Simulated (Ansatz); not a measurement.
`CCB(N)F` + HBr → `NB(F)Br` + `CC` at 700 K and 1 bar (ligand exchange at a B–C bond).

Computed with Ansatz on PBE0-D4/def2-TZVP structures; ΔE is electronic, products minus reactants. CCSD(T)/CBS adds triple-zeta CCSD(T) − MP2 to the extrapolated MP2 energy (def2 sets, frozen cores). This one scheme is used for every species. For Br outer-core shells are correlated without core-valence functions, which leaves a few kJ/mol of doubt a bond. Scalar relativity is left out up to krypton. Each species was taken in one conformer, which may not be the lowest.

| species | CCSD(T)/CBS energy (Eh) | H − E (kJ/mol) | S (J/(mol·K)) |
| --- | --- | --- | --- |
| `CCB(N)F` | -259.73302 | 339.0 | 446.6 |
| HBr | -2573.91920 | 36.5 | 223.7 |
| `NB(F)Br` | -2753.96125 | 141.1 | 373.0 |
| `CC` | -79.71954 | 238.1 | 289.3 |

H − E and S are ideal-gas, rigid-rotor, harmonic terms from PBE0-D4/def2-TZVP, for one conformer and one mirror image of each species. 1 Eh = 2625.50 kJ/mol, R = 8.31446 J/(mol·K).

Problem. By hand: ΔE, ΔH, ΔS and ΔG.

Solution. ΔE = (-2753.96125) + (-79.71954) − (-259.73302) − (-2573.91920) = -0.02857 Eh = -75.0 kJ/mol. Δ(H − E) = 141.1 + 238.1 − 339.0 − 36.5 = 3.7, so ΔH = -71.3 kJ/mol. ΔS = 373.0 + 289.3 − 446.6 − 223.7 = -8.0 J/(mol·K). ΔG = -71.3 − 700 × (-8.0)/1000 = -65.7 kJ/mol.

Problem. By hand: the equilibrium constant, and the temperature at which ΔG would vanish if ΔH and ΔS stayed fixed.

Solution. log₁₀ K = −ΔG/(RT ln 10) = 4.9. ΔG = 0 at ΔH/ΔS = 8912 K, far beyond where these terms or the molecules hold.

The number of gas molecules stays the same, so ΔS is small and ΔH decides. A doubt of 5 kJ/mol in ΔE shifts log₁₀ K by 0.4 here. Other conformers and mirror images would add mixing entropy, several J/(mol·K) or more a flexible species. Modes under 60 cm⁻¹, often nearly free rotors, make the harmonic entropy too high. These are equilibria of isolated gas molecules and say nothing of rates. Largest T1 diagnostic: 0.011 (customary marks: 0.02 for closed shells, 0.045 for open ones).
